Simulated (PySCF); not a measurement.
## GePb and its ions

PBE0; PySCF, scalar-relativistic core potentials, basis sets Ge def2-SVP, Pb def2-SVP with ECP60. Neutral (UKS): triplet (π ↑↑), Re = 2.646 Å, ωe = 214 cm⁻¹, De = 2.45 eV, HOMO -5.08 eV, LUMO -3.12 eV.

GePb⁺ (UKS): quartet (σ ↑, π ↑↑), Re = 2.679 Å, ωe = 188 cm⁻¹. The energies at the minima are -2269.31815 hartree for GePb and -2269.06063 for GePb⁺.

Q: Work out the adiabatic ionisation energy, without and with harmonic zero-point energies (1 hartree = 27.2114 eV, 1 eV = 8065.5 cm⁻¹), and the change of the bond length.

A: At PBE0: 0.25752 hartree = 7.007 eV between the minima; the zero-point term (188.0 − 214.0)/2 cm⁻¹ = -0.002 eV makes it 7.006 eV. Re changes by +3.3 pm against the neutral. The electron leaves a σ orbital, and the longer bond of the ion fits a bonding orbital, or a change in how ionic the bond is.

Spin–orbit coupling is left out, which matters for elements this heavy, above all for dissociation energies. States were picked by a PBE0 search and need not be the measured ground states.
